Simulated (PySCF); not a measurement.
## Multinuclear NMR of C$_{4}$H$_{11}$OPSi

Molfile (atoms numbered from 1):
```
C4H11OPSi
     RDKit          3D

 18 18  0  0  0  0  0  0  0  0999 V2000
    0.2234    0.4368    2.2839 O   0  0  0  0  0  0  0  0  0  0  0  0
   -0.1034   -0.0213    0.9299 P   0  0  0  0  0  5  0  0  0  0  0  0
    1.2951   -0.7076   -0.0081 C   0  0  0  0  0  0  0  0  0  0  0  0
    2.6320    0.6380   -0.1661 Si  0  0  0  0  0  4  0  0  0  0  0  0
   -1.1215    1.0388   -0.2014 C   0  0  0  0  0  0  0  0  0  0  0  0
   -1.9983   -0.1791   -0.5498 C   0  0  0  0  0  0  0  0  0  0  0  0
   -1.6046   -1.0778    0.6381 C   0  0  0  0  0  0  0  0  0  0  0  0
    1.6690   -1.5551    0.5667 H   0  0  0  0  0  0  0  0  0  0  0  0
    0.9452   -1.0659   -0.9734 H   0  0  0  0  0  0  0  0  0  0  0  0
    3.1514    1.0016    1.1455 H   0  0  0  0  0  0  0  0  0  0  0  0
    2.0510    1.8031   -0.8404 H   0  0  0  0  0  0  0  0  0  0  0  0
    3.6910    0.0691   -1.0064 H   0  0  0  0  0  0  0  0  0  0  0  0
   -0.6516    1.5393   -1.0448 H   0  0  0  0  0  0  0  0  0  0  0  0
   -1.6633    1.7761    0.3923 H   0  0  0  0  0  0  0  0  0  0  0  0
   -1.6851   -0.6246   -1.4939 H   0  0  0  0  0  0  0  0  0  0  0  0
   -3.0639    0.0389   -0.6122 H   0  0  0  0  0  0  0  0  0  0  0  0
   -1.4865   -2.1359    0.4146 H   0  0  0  0  0  0  0  0  0  0  0  0
   -2.2886   -0.9681    1.4805 H   0  0  0  0  0  0  0  0  0  0  0  0
  1  2  2  0
  2  3  1  0
  3  4  1  0
  2  5  1  0
  5  6  1  0
  6  7  1  0
  7  2  1  0
  3  8  1  0
  3  9  1  0
  4 10  1  0
  4 11  1  0
  4 12  1  0
  5 13  1  0
  5 14  1  0
  6 15  1  0
  6 16  1  0
  7 17  1  0
  7 18  1  0
M  END
```

PySCF calculation with shielding tensors at PBE0/pcSseg-1 (GIAO) and GFN2-xTB geometry; one averaged value for each set of equivalent atoms, non-relativistic Hamiltonian, one conformer, no solvent.

Q: Predict the 31P NMR data.

A: 
```json
{"atoms": "P2", "environment": "phosphorus bonded to 3 C, O, in a 4-membered ring", "σ (ppm)": "296.4", "δ (ppm)": "24.5"}
```

Shieldings were converted by a linear fit to measured shifts: 31P (scatter 18.1 ppm rms vs H3PO4, solution or neat liquid). A few per cent of atoms miss by over 2 rms, more outside the fitted compound classes.

On a 600 MHz spectrometer 31P resonates near 242.9 MHz, so 1 ppm is 242.9 Hz.

Q: What are the 29Si shifts?

A: 
```
atoms               environment  σ (ppm)  δ (ppm)
  Si4  silicon bonded to C, 3 H    429.2    -72.8
```

Shieldings were converted by a linear fit to measured shifts: 29Si (scatter 8.9 ppm rms, 25.8 ppm with the 6 outliers that the fit left out vs TMS, solution or neat liquid). Occasional misses reach two or three times the rms, and more in compound classes unlike the fitted ones.

On a 400 MHz spectrometer 29Si resonates near 79.5 MHz, so 1 ppm is 79.5 Hz.

Q: What are the 17O shifts?

A: 
```tsv
atoms	environment	σ (ppm)	δ (ppm)
O1	P=O oxygen	162.2	119.0
```

Shieldings were converted by a linear fit to measured shifts: 17O: δ = 266.70 − 0.911σ (rms 10.7 ppm, 155 shifts, 12.2 ppm with the 3 outliers that the fit left out vs liquid water, solution or neat liquid). A few per cent of atoms miss by over 2 rms, more outside the fitted compound classes.

On a 300 MHz spectrometer 17O resonates near 40.7 MHz, so 1 ppm is 40.7 Hz.
